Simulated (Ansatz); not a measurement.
`CCCCCCCCCCO`, charge 0, multiplicity 1.

Q: Give a relaxed structure at PBE0-D4/def2-TZVP (Ansatz). (Estimate.)

A: The calculation gave: 
```xyz
33

C     2.0689   -2.5210   -0.7622
C     2.2380   -2.2373    0.7220
C     1.2228   -1.2470    1.2780
C    -0.2078   -1.7647    1.2871
C    -1.2131   -0.7974    1.9025
C    -1.3301    0.5475    1.1940
C    -1.7819    0.4422   -0.2542
C    -1.9815    1.7888   -0.9419
C    -0.7329    2.6595   -1.0285
C     0.4029    2.0193   -1.8026
O     1.5468    2.8437   -1.8828
H     2.1303   -1.5969   -1.3452
H     2.8475   -3.1940   -1.1283
H     1.1056   -2.9873   -0.9813
H     3.2455   -1.8463    0.8970
H     2.1739   -3.1757    1.2858
H     1.2839   -0.3202    0.6956
H     1.5048   -0.9769    2.3027
H    -0.5203   -2.0183    0.2693
H    -0.2370   -2.7055    1.8495
H    -2.1994   -1.2758    1.9208
H    -0.9403   -0.6219    2.9497
H    -0.3710    1.0720    1.2490
H    -2.0431    1.1747    1.7422
H    -1.0658   -0.1576   -0.8252
H    -2.7266   -0.1130   -0.2909
H    -2.7620    2.3470   -0.4130
H    -2.3655    1.6164   -1.9540
H    -0.9980    3.6058   -1.5174
H    -0.3716    2.9224   -0.0297
H     0.7391    1.1051   -1.3080
H     0.0532    1.7310   -2.8058
H     1.2848    3.6810   -2.2740
```
This is one stationary point; other conformers may exist.
